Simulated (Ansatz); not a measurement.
BGeH₉Si₂ (`[SiH3][SiH2][BH][GeH3]`). Charge 0, multiplicity 1. The structure was optimised at the PBE0-D4/def2-TZVP level. It is one conformer, not always the lowest.

```xyz
13

Si    0.739   -0.502    2.013
Si   -0.322    1.230    0.808
B    -1.133    0.140   -0.626
Ge   -0.065   -0.406   -2.297
H    -0.267   -1.461    2.542
H     1.680   -1.238    1.127
H     1.502    0.073    3.153
H     0.752    2.157    0.356
H    -1.242    1.943    1.736
H    -2.226   -0.324   -0.487
H     1.420   -0.006   -2.240
H    -0.692    0.312   -3.511
H    -0.146   -1.919   -2.573
```

Q: What is the dipole moment at r2SCAN/def2-TZVPP? (Best estimate.)

A: The calculation gave: 0.57 D, with components (-0.25, 0.20, 0.47) D in this frame, pointing from negative to positive charge.

Q: And with PBE, B3LYP, ωB97M-V? (Best estimate.)

A: Ansatz gave: PBE 0.56 D, B3LYP 0.61 D, ωB97M-V 0.58 D.

Q: Give the Mulliken charges with r2SCAN, PBE, ωB97M-V in def2-TZVPP. (An estimate is asked.)

A: Ansatz gave: 
| atom | r2SCAN | PBE | ωB97M-V |
| --- | --- | --- | --- |
| Si1 | 0.15 | 0.09 | 0.02 |
| Si2 | 0.14 | 0.07 | 0.03 |
| B3 | 0.00 | 0.03 | -0.03 |
| Ge4 | 0.02 | -0.01 | -0.11 |
| H5 | -0.05 | -0.03 | -0.01 |
| H6 | -0.05 | -0.03 | -0.01 |
| H7 | -0.06 | -0.03 | -0.01 |
| H8 | -0.06 | -0.04 | -0.01 |
| H9 | -0.07 | -0.05 | -0.02 |
| H10 | 0.04 | 0.05 | 0.12 |
| H11 | -0.02 | -0.01 | 0.02 |
| H12 | -0.02 | -0.01 | 0.01 |
| H13 | -0.02 | -0.01 | 0.01 |

B3LYP here is the variant with VWN-RPA as its local correlation; programs differ in this.
